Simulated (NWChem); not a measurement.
System: CH₂N, doublet; SMILES C=[N]

Here is an NWChem input.

```
start job
memory heap 200 mb stack 900 mb global 1100 mb
geometry units angstroms noautoz
  C      0.000000     0.000000     0.501291
  N      0.000000     0.000000    -0.749409
  H      0.000000    -0.947957     1.098623
  H      0.000000     0.947957     1.098623
end
basis spherical
  C library def2-svp
  N library def2-svp
  H library def2-svp
end
dft
  odft
  mult 2
  xc xpbe96 cpbe96
  iterations 150
  mulliken
end
task dft energy
```

Excerpt of the output:

```
             Northwest Computational Chemistry Package (NWChem) 7.3.0
             --------------------------------------------------------

 C2V symmetry detected

                             Geometry "geometry" -> ""
                             -------------------------

 Output coordinates in angstroms (scale by  1.889725989 to convert to a.u.)

  No.       Tag          Charge          X              Y              Z
 ---- ---------------- ---------- -------------- -------------- --------------
    1 C                    6.0000     0.00000000     0.00000000     0.50401573
    2 N                    7.0000     0.00000000     0.00000000    -0.74668427
    3 H                    1.0000     0.00000000    -0.94795700     1.10134773
    4 H                    1.0000     0.00000000     0.94795700     1.10134773

 Effective nuclear repulsion energy (a.u.)      27.2839025488

      Symmetry information
      --------------------

 Group name             C2v
 Group number             16
 Group order               4
 No. of unique centers     3

  pbe96 is a nonlocal functional; adding pw91lda local functional.

                                 NWChem DFT Module
                                 -----------------

 Summary of "ao basis" -> "ao basis" (spherical)
 ------------------------------------------------------------------------------
       Tag                 Description            Shells   Functions and Types
 ---------------- ------------------------------  ------  ---------------------
 C                          def2-svp                 6       14   3s2p1d
 N                          def2-svp                 6       14   3s2p1d
 H                          def2-svp                 3        5   2s1p

      Symmetry analysis of basis
      --------------------------

        a1         18
        a2          3
        b1          7
        b2         10

            General Information
            -------------------
          SCF calculation type: DFT
          Wavefunction type:  spin polarized.
          No. of atoms     :     4
          No. of electrons :    15
           Alpha electrons :     8
            Beta electrons :     7
          Charge           :     0
          Spin multiplicity:     2
          Use of symmetry is: on ; symmetry adaption is: on
          Maximum number of iterations: 150
          AO basis - number of functions:    38
                     number of shells:    18
          Convergence on energy requested:  1.00D-06
          Convergence on density requested:  1.00D-05
          Convergence on gradient requested:  5.00D-04

              XC Information
              --------------
          PerdewBurkeErnzerhof Exchange Functional  1.000
            Perdew 1991 LDA Correlation Functional  1.000 local
           PerdewBurkeErnz. Correlation Functional  1.000 non-local

             Grid Information
             ----------------
          Grid used for XC integration:  medium
          Radial quadrature: Mura-Knowles
          Angular quadrature: Lebedev.
          Tag              B.-S. Rad. Rad. Pts. Rad. Cut. Ang. Pts.
          ---              ---------- --------- --------- ---------
          C                   0.70       49           6.0       434
          N                   0.65       49           7.0       434
          H                   0.35       45           7.0       434
          Grid pruning is: on
          Number of quadrature shells:   143
          Spatial weights used:  Erf1

      Superposition of Atomic Density Guess
      -------------------------------------

 Sum of atomic energies:         -92.86755014

      Non-variational initial energy
      ------------------------------

 Total energy =     -93.481606
 1-e energy   =    -178.664379
 2-e energy   =      57.898871
 HOMO         =      -0.209065
 LUMO         =       0.004843

   Symmetry analysis of molecular orbitals - initial alpha
   -------------------------------------------------------

  Numbering of irreducible representations:

     1 a1          2 a2          3 b1          4 b2

  Orbital symmetries:

     1 a1          2 a1          3 a1          4 a1          5 b2
     6 a1          7 b1          8 b2          9 b1         10 a1
    11 b2         12 a1         13 a1         14 b1         15 a1
    16 b2         17 a1         18 b2

   Symmetry analysis of molecular orbitals - initial beta
   ------------------------------------------------------

  Numbering of irreducible representations:

     1 a1          2 a2          3 b1          4 b2

  Orbital symmetries:

     1 a1          2 a1          3 a1          4 a1          5 b2
     6 a1          7 b1          8 b2          9 b1         10 a1
    11 b2         12 a1         13 a1         14 b1         15 a1
    16 b2         17 a1         18 b2

     ---------------------------------------------
      Total Density - Mulliken Population Analysis
     ---------------------------------------------

    Atom       Charge   Shell Charges
 -----------   ------   -------------------------------------------------------
    1 C    6     5.86   1.99  0.96  0.28  1.77  0.81  0.04
    2 N    7     7.45   1.99  1.13  0.69  2.18  1.43  0.02
    3 H    1     0.85   0.62  0.21  0.02
    4 H    1     0.85   0.62  0.21  0.02

     --------------------------------------------
      Spin Density - Mulliken Population Analysis
     --------------------------------------------

    Atom       Charge   Shell Charges
 -----------   ------   -------------------------------------------------------
    1 C    6     0.04  -0.00  0.00  0.00  0.02  0.00  0.02
    2 N    7     0.71   0.00  0.00  0.00  0.42  0.29 -0.00
    3 H    1     0.12   0.08  0.04 -0.00
    4 H    1     0.12   0.08  0.04 -0.00

   convergence    iter        energy       DeltaE   RMS-Dens  Diis-err
 ---------------- ----- ----------------- --------- --------- ---------
 d= 0,ls=0.0,diis     1    -93.7416151034 -1.21D+02  1.49D-02  7.23D-02
                                                     1.35D-02  8.24D-02
 d= 0,ls=0.0,diis     2    -93.5915802604  1.50D-01  1.17D-02  4.06D-01
                                                     9.44D-03  3.32D-01
 d= 0,ls=0.0,diis     3    -93.7867812008 -1.95D-01  1.49D-03  6.60D-03
                                                     1.57D-03  7.76D-03
 d= 0,ls=0.0,diis     4    -93.7897878133 -3.01D-03  6.90D-04  5.02D-04
                                                     5.12D-04  4.33D-04
 d= 0,ls=0.0,diis     5    -93.7900236769 -2.36D-04  2.40D-04  8.16D-05
                                                     2.35D-04  9.52D-05
  Resetting Diis
 d= 0,ls=0.0,diis     6    -93.7900853860 -6.17D-05  8.46D-05  5.00D-06
                                                     6.18D-05  1.81D-06
 d= 0,ls=0.0,diis     7    -93.7900907701 -5.38D-06  2.78D-05  2.96D-07
                                                     1.89D-05  2.02D-07
 d= 0,ls=0.0,diis     8    -93.7900913077 -5.38D-07  9.93D-06  7.00D-08
                                                     1.68D-05  2.16D-07
 d= 0,ls=0.0,diis     9    -93.7900913304 -2.27D-08  1.49D-05  3.63D-07
                                                     4.73D-06  1.58D-07
 d= 0,ls=0.0,diis    10    -93.7900915025 -1.72D-07  4.08D-06  7.39D-09
                                                     6.26D-06  2.41D-08

         Total DFT energy =      -93.790091502456
      One electron energy =     -180.045493573113
           Coulomb energy =       71.800176863678
    Exchange-Corr. energy =      -12.828677341816
 Nuclear repulsion energy =       27.283902548796

 Numeric. integr. density =       14.999999277435

                  Occupations of the irreducible representations
                  ----------------------------------------------

                     irrep           alpha         beta
                     --------     --------     --------
                     a1                5.0          5.0
                     a2                0.0          0.0
                     b1                1.0          1.0
                     b2                2.0          1.0

                    DFT Final Alpha Molecular Orbital Analysis
                    ------------------------------------------

 Vector    6  Occ=1.000000D+00  E=-3.238330D-01  Symmetry=a1
              MO Center=  2.1D-15, -3.6D-16, -7.8D-01, r^2= 1.0D+00
   Bfn.  Coefficient  Atom+Function         Bfn.  Coefficient  Atom+Function
  ----- ------------  ---------------      ----- ------------  ---------------
    20      0.500835  2 N  pz                17      0.447959  2 N  s
     6      0.312514  1 C  pz                16      0.268454  2 N  s
    23     -0.231335  2 N  pz                 2     -0.170825  1 C  s
    15      0.134335  2 N  s                  9      0.102203  1 C  pz
    29      0.083544  3 H  s                 34      0.083544  4 H  s

 Vector    7  Occ=1.000000D+00  E=-3.135084D-01  Symmetry=b1
              MO Center= -2.6D-15,  5.3D-17, -2.0D-01, r^2= 1.1D+00
   Bfn.  Coefficient  Atom+Function         Bfn.  Coefficient  Atom+Function
  ----- ------------  ---------------      ----- ------------  ---------------
    18      0.468962  2 N  px                 4     -0.398728  1 C  px
    21     -0.275838  2 N  px                 7     -0.246327  1 C  px
    27      0.028635  2 N  d  1              13     -0.025429  1 C  d  1

 Vector    8  Occ=1.000000D+00  E=-2.185907D-01  Symmetry=b2
              MO Center=  3.5D-18, -5.4D-15, -2.6D-01, r^2= 1.6D+00
   Bfn.  Coefficient  Atom+Function         Bfn.  Coefficient  Atom+Function
  ----- ------------  ---------------      ----- ------------  ---------------
    19      0.595808  2 N  py                22     -0.421055  2 N  py
    29     -0.252646  3 H  s                 34      0.252646  4 H  s
    30     -0.227776  3 H  s                 35      0.227776  4 H  s
     5      0.104265  1 C  py                11      0.044238  1 C  d -1
     8     -0.042904  1 C  py

 Vector    9  Occ=0.000000D+00  E=-5.445826D-02  Symmetry=b1
              MO Center= -1.1D-16, -6.7D-17,  3.9D-02, r^2= 1.6D+00
   Bfn.  Coefficient  Atom+Function         Bfn.  Coefficient  Atom+Function
  ----- ------------  ---------------      ----- ------------  ---------------
     7      0.569803  1 C  px                21     -0.508584  2 N  px
     4      0.479770  1 C  px                18      0.472895  2 N  px
    13     -0.029779  1 C  d  1              31      0.028135  3 H  px
    36      0.028135  4 H  px

 Vector   10  Occ=0.000000D+00  E= 4.395819D-02  Symmetry=a1
              MO Center=  1.9D-16, -8.8D-15,  1.3D+00, r^2= 3.6D+00
   Bfn.  Coefficient  Atom+Function         Bfn.  Coefficient  Atom+Function
  ----- ------------  ---------------      ----- ------------  ---------------
     3      1.838666  1 C  s                 30     -1.407571  3 H  s
    35     -1.407571  4 H  s                  9      0.663040  1 C  pz
     2      0.317988  1 C  s                  6      0.240322  1 C  pz
     1     -0.145190  1 C  s                 29     -0.117916  3 H  s
    34     -0.117916  4 H  s                 17      0.088599  2 N  s

 Vector   11  Occ=0.000000D+00  E= 1.043722D-01  Symmetry=b2
              MO Center=  2.0D-31,  9.8D-15,  1.2D+00, r^2= 3.8D+00
   Bfn.  Coefficient  Atom+Function         Bfn.  Coefficient  Atom+Function
  ----- ------------  ---------------      ----- ------------  ---------------
    30      1.620018  3 H  s                 35     -1.620018  4 H  s
     8      1.239982  1 C  py                 5      0.463817  1 C  py
    22     -0.346941  2 N  py                19      0.132118  2 N  py

                     DFT Final Beta Molecular Orbital Analysis
                     -----------------------------------------

 Vector    5  Occ=1.000000D+00  E=-4.156468D-01  Symmetry=b2
              MO Center= -1.3D-16, -1.1D-13,  6.1D-01, r^2= 1.3D+00
   Bfn.  Coefficient  Atom+Function         Bfn.  Coefficient  Atom+Function
  ----- ------------  ---------------      ----- ------------  ---------------
     5      0.453934  1 C  py                29     -0.284636  3 H  s
    34      0.284636  4 H  s                 19     -0.174356  2 N  py
     8      0.166221  1 C  py                30     -0.093878  3 H  s
    35      0.093878  4 H  s                 22      0.088014  2 N  py

 Vector    6  Occ=1.000000D+00  E=-3.034612D-01  Symmetry=b1
              MO Center=  5.9D-14,  3.1D-16, -1.1D-01, r^2= 1.2D+00
   Bfn.  Coefficient  Atom+Function         Bfn.  Coefficient  Atom+Function
  ----- ------------  ---------------      ----- ------------  ---------------
     4      0.436873  1 C  px                18     -0.428489  2 N  px
     7      0.276892  1 C  px                21      0.249063  2 N  px
    27     -0.027266  2 N  d  1              13      0.025223  1 C  d  1

 Vector    7  Occ=1.000000D+00  E=-3.014478D-01  Symmetry=a1
              MO Center= -6.0D-14, -1.1D-15, -8.3D-01, r^2= 9.6D-01
   Bfn.  Coefficient  Atom+Function         Bfn.  Coefficient  Atom+Function
  ----- ------------  ---------------      ----- ------------  ---------------
    20      0.488864  2 N  pz                17      0.457429  2 N  s
     6      0.300866  1 C  pz                16      0.281743  2 N  s
    23     -0.243252  2 N  pz                 2     -0.172488  1 C  s
    15      0.142725  2 N  s                  9      0.096139  1 C  pz
    29      0.071717  3 H  s                 34      0.071717  4 H  s

 Vector    8  Occ=0.000000D+00  E=-1.338390D-01  Symmetry=b2
              MO Center= -2.6D-17,  2.6D-14, -3.2D-01, r^2= 1.6D+00
   Bfn.  Coefficient  Atom+Function         Bfn.  Coefficient  Atom+Function
  ----- ------------  ---------------      ----- ------------  ---------------
    19      0.564483  2 N  py                22     -0.454728  2 N  py
    30     -0.301515  3 H  s                 35      0.301515  4 H  s
    29     -0.237182  3 H  s                 34      0.237182  4 H  s
     8     -0.132144  1 C  py                11      0.052756  1 C  d -1
     5      0.031287  1 C  py

 Vector    9  Occ=0.000000D+00  E=-4.522184D-02  Symmetry=b1
              MO Center= -7.0D-16, -2.4D-16, -5.2D-02, r^2= 1.6D+00
   Bfn.  Coefficient  Atom+Function         Bfn.  Coefficient  Atom+Function
  ----- ------------  ---------------      ----- ------------  ---------------
     7      0.549433  1 C  px                21     -0.537124  2 N  px
    18      0.494282  2 N  px                 4      0.457331  1 C  px
    13     -0.033702  1 C  d  1              31      0.025542  3 H  px
    36      0.025542  4 H  px

 Vector   10  Occ=0.000000D+00  E= 5.388178D-02  Symmetry=a1
              MO Center= -1.8D-16, -2.2D-14,  1.3D+00, r^2= 3.6D+00
   Bfn.  Coefficient  Atom+Function         Bfn.  Coefficient  Atom+Function
  ----- ------------  ---------------      ----- ------------  ---------------
     3      1.787648  1 C  s                 30     -1.404685  3 H  s
    35     -1.404685  4 H  s                  9      0.675117  1 C  pz
     2      0.323627  1 C  s                  6      0.242515  1 C  pz
     1     -0.143478  1 C  s                 17      0.118530  2 N  s
    29     -0.115071  3 H  s                 34     -0.115071  4 H  s

     ---------------------------------------------
      Total Density - Mulliken Population Analysis
     ---------------------------------------------

    Atom       Charge   Shell Charges
 -----------   ------   -------------------------------------------------------
    1 C    6     6.05   1.99  0.93  0.23  2.06  0.80  0.04
    2 N    7     7.11   1.99  1.11  0.72  2.15  1.12  0.02
    3 H    1     0.92   0.71  0.18  0.02
    4 H    1     0.92   0.71  0.18  0.02

     --------------------------------------------
      Spin Density - Mulliken Population Analysis
     --------------------------------------------

[...]
```

Level: PBE/def2-SVP, spin-unrestricted. In the optimisation the excess spin sits in b2 (C2v, its own frame). Structure relaxed at the PBE-D3(BJ)/def2-SVP, spin-unrestricted level. No stability test was run on the SCF state.
